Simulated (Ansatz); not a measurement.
```yaml
crystal:
  periodic: [true, true, true]
  atoms:
    - {symbol: N, position_ang: [-1.252035, 0.342140, 0.139124]}
    - {symbol: B, position_ang: [0.401508, -0.114410, -0.041287]}
    - {symbol: O, position_ang: [0.646290, -0.896717, 1.128558]}
    - {symbol: O, position_ang: [1.077352, 1.143354, -0.082951]}
    - {symbol: O, position_ang: [0.399324, -0.843440, -1.269689]}
    - {symbol: H, position_ang: [-1.336513, 1.043661, 0.866190]}
    - {symbol: H, position_ang: [-1.805733, -0.468516, 0.392401]}
    - {symbol: H, position_ang: [-1.599487, 0.723417, -0.733687]}
    - {symbol: H, position_ang: [1.330811, -0.478755, 1.652270]}
    - {symbol: H, position_ang: [1.523103, 1.236267, -0.925689]}
    - {symbol: H, position_ang: [0.680580, -1.744101, -1.104639]}
basis:
  gaussian: {orbitals: pcseg-2}
hamiltonian: {xc: {name: B2PLYP}}
accuracy: high
output: {forces: true}
```

```sh
$ ansatz run in.yaml --threads 4 --pin off --events-out ev --progress --plain --max-ram 10444MiB
```

Output, abridged:

```
Error: YAML parse error: error: line 2 column 3: crystal: missing field `lattice` (a structure is typed as `lattice` and `atoms`, a molecule's as `atoms` in Å alone, or read from a run's directory, `checkpoint`)
 --> <input>:2:3
1 | crystal:
2 |   periodic: [true, true, true]
3 |   atoms:
4 |     - {symbol: N, position_ang: [-1.252035, 0.342140, 0.139124]}
```

Question: Something in this input is off. What?

Answer: The molecule is marked periodic without a cell. The input was rejected before any iteration.
